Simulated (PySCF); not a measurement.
Several molecules and their computed UV-vis stick spectra, shuffled. Method used: TDDFT CAM-B3LYP/def2-SVPD, vertical, gas phase, core orbitals frozen in the response (PySCF 2.14.0, density-fitted response routines). Geometries: PBE0-D3(BJ)/def2-SVP; one conformer of each isolated species. Triplets are in the Tamm–Dancoff approximation. Relativistic effects are left out although some hold elements past zinc.

A. `C[CH2][Ga@@H-]([CH3])[AsH3+]`
B. `C=C[C@H](Cl)C(=[Se])CC`
C. `C[O][Ga]([Cl])[N]1CCCC1`
D. `N#CCO/C(=C\F)CCl`
E. `C[C@@H]1C=CC=C1S(=O)(=O)O`

Lowest singlet levels (six at most, fewer where fewer were computed) with oscillator strengths:

1. 2.00 eV (f 0.000); 4.74 eV (f 0.022); 4.93 eV (f 0.183); 5.46 eV (f 0.009); 5.65 eV (f 0.009); 5.71 eV (f 0.009)
2. 4.83 eV (f 0.153); 6.64 eV (f 0.002); 6.66 eV (f 0.023); 6.74 eV (f 0.015); 6.79 eV (f 0.005); 7.17 eV (f 0.004); T1 2.93 eV
3. 4.88 eV (f 0.006); 5.84 eV (f 0.182); 6.28 eV (f 0.004); 6.61 eV (f 0.020); 6.67 eV (f 0.026); 7.07 eV (f 0.007); T1 4.54 eV
4. 6.01 eV (f 0.001); 6.29 eV (f 0.033); 6.43 eV (f 0.008); 6.44 eV (f 0.031); 6.76 eV (f 0.003); 6.82 eV (f 0.051); T1 5.79 eV
5. 6.28 eV (f 0.016); 6.60 eV (f 0.263); 6.98 eV (f 0.012); 7.10 eV (f 0.036); 7.18 eV (f 0.001); 7.27 eV (f 0.018)

Question: Match each spectrum to its molecule.

Answer: 1 = B, 2 = E, 3 = C, 4 = A, 5 = D.
- A: S1 at 6.01 eV, HOMO→LUMO (41%), HOMO→LUMO+1 (40%), HOMO→LUMO+3 (10%); Löwdin shares by element: HOMO carbon 56%, gallium 20% (atoms not listed hold the other 24%); LUMO arsenic 30%, hydrogen 26% or more, gallium 16% (atoms not listed hold the other 28%); HOMO -8.20 and LUMO 0.49 eV.
- B: S1 at 2.00 eV, HOMO→LUMO (98%); Löwdin shares by element: HOMO selenium 74%, carbon 10% or more (atoms not listed hold the other 16%); LUMO selenium 41%, carbon 39% or more, chlorine 9%; HOMO -7.55 and LUMO -1.60 eV.
- C: S1 at 4.88 eV, HOMO→LUMO (91%); Löwdin shares by element: HOMO nitrogen 53%, carbon 17% or more, gallium 7% (atoms not listed hold the other 23%); LUMO gallium 53%, chlorine 16%, oxygen 8%, nitrogen 6% (atoms not listed hold the other 17%); HOMO -7.98 and LUMO 0.02 eV.
- D: S1 at 6.28 eV, HOMO→LUMO+1 (77%), HOMO→LUMO (14%); Löwdin shares by element: HOMO carbon 53% or more, oxygen 20%, fluorine 12%; LUMO carbon 51% or more, chlorine 25% (atoms not listed hold the other 24%); HOMO -8.95 and LUMO 0.39 eV.
- E: S1 at 4.83 eV, HOMO→LUMO (98%); Löwdin shares by element: HOMO carbon 80% or more (atoms not listed hold the other 20%); LUMO carbon 69% or more (atoms not listed hold the other 31%); HOMO -8.63 and LUMO -0.83 eV.
C and E have S1 within 0.06 eV of each other; their strongest listed levels stand at 5.84 eV (f 0.182) and 4.83 eV (f 0.153).
